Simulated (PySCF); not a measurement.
# Two-component Hartree-Fock for Cd³⁹⁺ (cadmium, charge +39)

Start: [He] 2s2 2p5; 2p1/2 filled at m_j = +1/2; 2p3/2 filled at m_j = -3/2, -1/2, +1/2, +3/2. Calculated with PySCF 2.14 in an uncontracted even-tempered set (17 s from 18 bohr⁻², ratio 2.4; 12 p from 24 bohr⁻², ratio 2.4; 5 d from 88 bohr⁻², ratio 2.6; 4 f from 130 bohr⁻², ratio 2.6): generalised Hartree-Fock with the X2C-1e Hamiltonian and a Gaussian nucleus; one run each with spin-orbit coupling (SO) screened by Boettger's factors, then bare. This is a chosen level, not necessarily the ground level.

```
spinor shell  electrons  ε, screened SO (eV)  ε, bare SO (eV)  weight of nominal j (bare SO)  rms radius, bare SO (bohr)
       1s1/2          2             -29519.1         -29519.3                          1.000                      0.0348
       2s1/2          2              -6483.1          -6483.2                          1.000                       0.138
       2p1/2          1              -6263.3          -6270.0                          1.000                       0.119
       2p3/2          4              -6045.6          -6043.0                          1.000                       0.124
```

```csv
quantity,screened SO,bare SO
E (hartree),-4096.22605,-4096.07514
M_J,1/2,1/2
⟨J²⟩,0.750,0.750
⟨L²⟩,2.003,2.003
⟨S²⟩,0.753,0.753
```

Each row is a mean over spinors that exchange with the open shell spreads, by up to 13.125 eV (2p3/2).

Breit and QED terms are absent; they matter most for the inner s and p1/2 levels.

Densities and radii are taken from the X2C orbitals without a picture-change correction, which distorts them close to the nucleus.
